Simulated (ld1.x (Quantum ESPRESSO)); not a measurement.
## silicon: one change to an RRKJ potential, before and after

| Item | Value |
| --- | --- |
| Element | silicon (Si) |
| Generator | ld1.x (Quantum ESPRESSO) 7.5 |
| Type | norm-conserving RRKJ (Kleinman–Bylander form) |
| Functional | PBE |
| Relativity | scalar-relativistic |
| Frozen core | [Ne] |
| Valence charge | 4 |
| Reference configuration | 3s2 3p2 |
| Partial waves | 3p (bound): rc 2.15 bohr; 3d channel at 0.25 Ry: rc 1.80 bohr; 3s (bound): rc 1.95 bohr |
| Local potential | the s channel |
| Core correction | a·sin(br)/r model core, default radius (core density twice the valence density) |

All-electron outer shells of the reference configuration (PBE, scalar-relativistic, ld1.x):

```tsv
shell	level (eV)	outermost node (bohr)	outermost maximum (bohr)
2s	-139.50	0.15	0.45
2p	-95.56	–	0.39
3s	-10.81	0.72	1.80
3p	-4.08	0.72	2.17
```

Change: all radii but the core radius scaled by about 0.85 (s 1.66, p 1.82, d 1.52 bohr).

Cutoffs: the cutoffs (Ry, on a coarse ladder) from which the occupation-weighted sum of valence levels, in a spherical-Bessel basis at the reference potential, stays within 10 and 1 mRy of its value at 400 Ry; they do not see the model core or the augmentation charge, which bear on the density cutoff. Errors are all-electron minus pseudo energies relative to the spin-unpolarised reference configuration.

Task: What does the change do?

Result: The potential gets neither clearly harder nor softer (18 Ry and 35 Ry → 18 Ry and 40 Ry); of the 7 tests that both files solve, the error grows in 0 and shrinks in 5 by more than 15 % and 0.3 meV (median size 6.2 → 2.7 meV); neither file shows a bound ghost. Less of the atom is replaced, so other configurations are described better.

```csv
quantity,base,changed
"cutoff, loose",18 Ry,18 Ry
"cutoff, tight",35 Ry,40 Ry
bound ghosts,none,none
"error for 3s2 3p1, meV [ΔE 7.74 eV]",+3.6,+2.7
"error for 3s2 3p0, meV [ΔE 23.73 eV]",+29,+20
"error for 3s1 3p0, meV [ΔE 57.70 eV]",+101,+84
"error for 3s1 3p3, meV [ΔE 6.81 eV]",-6.2,-2.2
"error for 3s2 3p1.5, meV [ΔE 2.92 eV]",+0.5,+0.4
"error for 3s2 3p2.3, meV [ΔE -0.93 eV]",+0.1,+0.1
"error for 3s0 3p4, meV [ΔE 13.78 eV]",-26,-8.9
```
